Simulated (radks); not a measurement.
Results of a calculation; reference values are marked as such.
All-electron atom: the bromine ion Br2+ in [Ar] 3d10 4s1.5 4p3 5s0.5 (fractional occupations, a model configuration). Code: a radial shooting solver on a logarithmic mesh with Libxc functionals. Model: Dirac Kohn-Sham, XLYP, spin-unpolarised, spherical densities, finite nucleus; open shells fill j = l - 1/2 first; Fermi nuclear charge, rms radius 4.1629 fm.

Unscreened Slater integrals over Kohn-Sham orbitals (hartree). Large and small components are both included.

integral,value
"F0(5s1/2,5s1/2)",0.23259
"F0(5s1/2,4p3/2)",0.28605
"G1(5s1/2,4p3/2)",0.028674
"F0(5s1/2,4p1/2)",0.28676
"G1(5s1/2,4p1/2)",0.027728
"F0(5s1/2,4s1/2)",0.29226
"G0(5s1/2,4s1/2)",0.017244
"F0(4p3/2,4p3/2)",0.49296
"F2(4p3/2,4p3/2)",0.25991
"F0(4p3/2,4p1/2)",0.49699
"G2(4p3/2,4p1/2)",0.26178
"F0(4p3/2,4s1/2)",0.52824
"G1(4p3/2,4s1/2)",0.35247
"F0(4p1/2,4p1/2)",0.50116
"F0(4p1/2,4s1/2)",0.53343
"G1(4p1/2,4s1/2)",0.35911
"F0(4s1/2,4s1/2)",0.57389
